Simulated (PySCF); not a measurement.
## Polarisability and C₆ of Mn³⁺ (manganese, charge +3)

[Ar] 3d4, high-spin 5D determinant. All numbers are calculated (PySCF 2.14, no relativity, point nucleus, in aug-cc-pVTZ with one added diffuse shell each of s, p, d, f, g type (9s8p6d4f3g, 118 functions)). Coupled (time-dependent) response in atomic units; α is the mean over directions.

```
method  mean α (bohr³)         α xx, yy, zz  C₆ (like pair)   S(−4)
   UHF           1.804  1.740, 1.740, 1.932           4.452  0.9496
   PBE           2.069  1.984, 1.984, 2.239           5.141   1.578
```

S(−4) is the Cauchy moment in α(ω) = α(0) + S(−4) ω² + …

α(iu) at PBE:

```json
{"u (hartree)": "0", "α(iu) (bohr³)": "2.069"}
{"u (hartree)": "0.0500", "α(iu) (bohr³)": "2.065"}
{"u (hartree)": "0.100", "α(iu) (bohr³)": "2.054"}
{"u (hartree)": "0.200", "α(iu) (bohr³)": "2.010"}
{"u (hartree)": "0.300", "α(iu) (bohr³)": "1.944"}
{"u (hartree)": "0.500", "α(iu) (bohr³)": "1.781"}
{"u (hartree)": "0.750", "α(iu) (bohr³)": "1.570"}
{"u (hartree)": "1.00", "α(iu) (bohr³)": "1.380"}
{"u (hartree)": "1.50", "α(iu) (bohr³)": "1.076"}
{"u (hartree)": "2.00", "α(iu) (bohr³)": "0.8507"}
{"u (hartree)": "3.00", "α(iu) (bohr³)": "0.5581"}
{"u (hartree)": "5.00", "α(iu) (bohr³)": "0.2852"}
```

For an ion, C₆ is the dispersion term alone; charge-induced terms of lower order in 1/R come first.

The components differ because the open shell of this determinant is not spherical; for a pure term their mean is the scalar polarisability.
